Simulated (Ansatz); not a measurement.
Z-matrix (Å, degrees):
```
C
Si 1 1.876
H 1 1.092 2 111.2
H 1 1.093 2 110.6 3 120.1
H 1 1.093 2 110.7 3 -120.1
C 2 1.876 1 111.3 3 -178.0
Si 2 2.346 1 110.3 3 59.3
H 2 1.495 1 109.5 3 -56.9
H 6 1.093 2 110.7 1 -61.9
H 6 1.092 2 111.2 1 178.0
H 6 1.093 2 110.6 1 57.9
F 7 1.614 2 109.4 1 61.9
H 7 1.489 2 112.5 1 -56.9
H 7 1.489 2 112.5 1 -179.2
```

Charge 0, multiplicity 1.

Question: List the r2SCAN/def2-TZVPP orbital energies in eV (the Gaussian-basis code of Ansatz). (Estimate.)

Answer: Ansatz gave: Occupied: -1791.59, -1790.69, -665.83, -272.77, -272.77, -141.96, -141.16, -96.88, -96.79, -96.78, -96.03, -96.01, -96.00, -30.88, -18.60, -17.94, -14.10, -12.39, -11.06, -10.87, -10.85, -10.63, -10.24, -10.18, -10.16, -8.42, -8.19, -7.95, -6.84. Lowest empty: -0.93, -0.12, 0.91, 1.33, 1.61, 1.85, 1.96, 2.55.
